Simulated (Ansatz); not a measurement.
`[OH][Zr]([F])([Cl])[Cl]` + H₂S → `[F][Zr]([SH])([Cl])[Cl]` + H₂O at 400 K and 1 bar (ligand exchange at a Zr–O bond).

Gas-phase electronic energies from Ansatz, PBE0-D4/def2-TZVP geometries. CBS: MP2 limit from def2 TZ/QZ plus the TZ coupled-cluster correction, frozen cores. This one scheme is used for every species. def2 core potentials past Kr. For Zr outer-core shells are correlated without core-valence functions, which leaves a few kJ/mol of doubt a bond. Each species was taken in one conformer, which may not be the lowest.

| species | CCSD(T)/CBS energy (Eh) | H − E (kJ/mol) | S (J/(mol·K)) |
| --- | --- | --- | --- |
| `[OH][Zr]([F])([Cl])[Cl]` | -1142.42143 | 79.0 | 413.5 |
| H₂S | -398.97279 | 53.4 | 215.9 |
| `[F][Zr]([SH])([Cl])[Cl]` | -1464.99805 | 70.3 | 435.5 |
| H₂O | -76.37941 | 69.8 | 198.6 |

H − E and S are ideal-gas, rigid-rotor, harmonic terms from PBE0-D4/def2-TZVP, for one conformer and one mirror image of each species. 1 Eh = 2625.50 kJ/mol, R = 8.31446 J/(mol·K).

Question: By hand: ΔE, ΔH, ΔS and ΔG.

Answer: ΔE = (-1464.99805) + (-76.37941) − (-1142.42143) − (-398.97279) = 0.01676 Eh = 44.0 kJ/mol. Δ(H − E) = 70.3 + 69.8 − 79.0 − 53.4 = 7.7, so ΔH = 51.7 kJ/mol. ΔS = 435.5 + 198.6 − 413.5 − 215.9 = 4.7 J/(mol·K). ΔG = 51.7 − 400 × (4.7)/1000 = 49.8 kJ/mol.

Question: By hand: the equilibrium constant, and the temperature at which ΔG would vanish if ΔH and ΔS stayed fixed.

Answer: log₁₀ K = −ΔG/(RT ln 10) = -6.5. ΔG = 0 at ΔH/ΔS = 11000 K, far beyond where these terms or the molecules hold.

The number of gas molecules stays the same, so ΔS is small and ΔH decides. A doubt of 5 kJ/mol in ΔE shifts log₁₀ K by 0.7 here. Other conformers and mirror images would add mixing entropy, several J/(mol·K) or more a flexible species. Modes under 60 cm⁻¹, often nearly free rotors, make the harmonic entropy too high. These are equilibria of isolated gas molecules and say nothing of rates. Largest T1 diagnostic: 0.017 (customary marks: 0.02 for closed shells, 0.045 for open ones).
